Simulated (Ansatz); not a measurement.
Consider the formal exchange of groups at the As–Sn bond: `[F][SnH2][AsH2]` + `NB1C[SiH2]1` → `NB1[SiH2]C1[AsH2]` + `[F][SnH3]`.

Gas-phase electronic energies from Ansatz, PBE0-D4/def2-TZVP geometries. CBS: MP2 limit from def2 TZ/QZ plus the TZ coupled-cluster correction, frozen cores. Functionals use def2-TZVPP. B3LYP here is the variant with VWN-RPA as its local correlation; programs differ in this. def2 core potentials past Kr. For As, Sn outer-core shells are correlated without core-valence functions, which leaves a few kJ/mol of doubt a bond. Scalar relativity is left out up to krypton. Each species was taken in one conformer, which may not be the lowest.

`[F][SnH2][AsH2]`:

```xyz
7

F    -0.101    2.303    0.690
Sn    0.086    0.749   -0.440
As   -0.792   -1.201    1.025
H    -0.914    1.077   -1.784
H     1.747    0.735   -0.830
H     0.620   -1.515    1.502
H    -0.646   -2.148   -0.162
```

`NB1C[SiH2]1`:

```xyz
10

N    -0.473   -0.434    1.803
B    -0.156   -0.184    0.488
C     0.511    0.934   -0.372
Si   -0.064   -0.549   -1.419
H    -0.928   -1.279    2.105
H    -0.270    0.212    2.549
H    -0.015    1.882   -0.494
H     1.585    1.089   -0.272
H    -1.196   -0.303   -2.347
H     1.006   -1.369   -2.040
```

`NB1[SiH2]C1[AsH2]`:

Z-matrix (Å, degrees):
```
Si
B 1 1.941
C 1 1.892 2 47.9
H 1 1.483 2 128.3 3 -92.9
H 1 1.487 2 118.6 3 100.9
N 2 1.378 1 156.0 3 -167.1
As 3 1.969 1 114.5 2 -100.1
H 3 1.088 1 126.1 2 116.7
H 6 1.005 2 122.8 1 -17.2
H 6 1.008 2 123.2 1 163.0
H 7 1.529 3 95.7 1 47.0
H 7 1.529 3 99.2 1 -45.4
```

`[F][SnH3]`:

```xyz
5

F    -0.686   -0.900   -1.400
Sn    0.048    0.063    0.098
H     1.474   -0.774    0.493
H    -1.153   -0.024    1.298
H     0.317    1.636   -0.489
```

```csv
level,ΔE (kJ/mol)
B3LYP-D4,75.1
CCSD/def2-TZVPP,63.3
```

**Question.** What does CCSD(T)/CBS give? (Estimate.)

**Answer.** Computed: +71.5 kJ/mol. The listed levels differ from it by 3.6, -8.2 kJ/mol.

Largest T1 diagnostic among the species: 0.014.

The D4 term adds −8.9 kJ/mol with B3LYP and −4.8 kJ/mol with PBE0; it sums over pairs of atoms, weighted by their polarisabilities, and B3LYP, whose exchange is more repulsive, gets the larger term. In def2-TZVPP, CCSD(T) changes the Hartree–Fock value by −15.9 kJ/mol (the triples alone add −3.0 kJ/mol) and MP2 by −18.3 kJ/mol.
